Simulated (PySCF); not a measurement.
**Dipole response of Pr²⁺ (praseodymium, charge +2)**

[Xe] 4f3, one real determinant. Computed with PySCF 2.14 in ANO-RCC-VTZP (8s7p5d3f2g1h, 104 functions), with the spin-free X2C one-electron Hamiltonian (Gaussian nucleus). Coupled (time-dependent) response in atomic units; α is the mean over directions. The basis has no added diffuse functions, which lowers α and C₆.

```json
{"method": "UHF", "mean α (bohr³)": "11.42", "α xx, yy, zz": "11.32, 11.32, 11.62", "C₆ (like pair)": "65.92", "S(−4)": "324.3"}
```

S(−4) is the Cauchy moment in α(ω) = α(0) + S(−4) ω² + …

Spin-orbit coupling is absent.

α(iu) at UHF:

```
u (hartree)  α(iu) (bohr³)
          0          11.42
     0.0500          10.78
      0.100          9.826
      0.200          8.730
      0.300          8.074
      0.500          6.922
      0.750          5.579
       1.00          4.466
       1.50          2.960
       2.00          2.091
       3.00          1.218
       5.00         0.5810
```

For an ion, C₆ is the dispersion term alone; charge-induced terms of lower order in 1/R come first.

The components differ because the open shell of this determinant is not spherical; for a pure term their mean is the scalar polarisability.

⟨L²⟩ = 34.03 against 42 for a pure I term, so this real determinant mixes terms. Spin-orbit coupling, absent here, splits the open shell strongly.
